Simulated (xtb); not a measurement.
Si(F)(Me) (CH₃FSi), SMILES [Si](F)C (connectivity only; charge and spin as stated), neutral, multiplicity 1. All values are semi-empirical tight-binding results from xtb (GFN2-xTB unless named), good for trends rather than for accurate numbers. Geometry: GFN2-xTB.

```json
{
  "point_group_as_xtb_finds_it": "Cs",
  "orbital_gap": "2.69 eV",
  "dipole_moment": "1.68 D",
  "zero_point_energy": "23.7 kcal/mol",
  "G − E(el) at 298.15 K (modified RRHO)": "6.7 kcal/mol",
  "static polarisability (D4 model)": "48.0 bohr³",
  "solvation energy, GFN2-xTB/ALPB(water)": "0.6 kcal/mol",
  "solvation energy, GFN2-xTB/ALPB(toluene)": "-1.1 kcal/mol"
}
```
